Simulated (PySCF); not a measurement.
PbBr2, SMILES [Br][Pb][Br] (connectivity only; charge and spin as stated), neutral, multiplicity 1. Atoms are numbered in the order given.

```xyz
3

Pb     0.0000     0.0000     0.7712
Br     0.0000     2.0561    -0.9035
Br     0.0000    -2.0561    -0.9035
```

Geometry optimised at PBE-D3(BJ)/def2-SVP. The isomer is the one that the SMILES or the coordinates give; other isomers of the formula were not compared. The def2 effective core potentials stand for the cores of Pb; spin–orbit coupling is left out.

Computed with PySCF with PBE-D3(BJ)/def2-SVP.

Frequencies are harmonic and unscaled.

| mode | ν (cm⁻¹) | IR (km/mol) | moving atoms (share of kinetic energy) |
|---|---|---|---|
| 1 | 60 | 0.8 | Br 82 %, Pb 18 % |
| 2 | 205 | 37.1 | Br 68 %, Pb 32 % |
| 3 | 209 | 12.8 | Br 75 %, Pb 25 % |
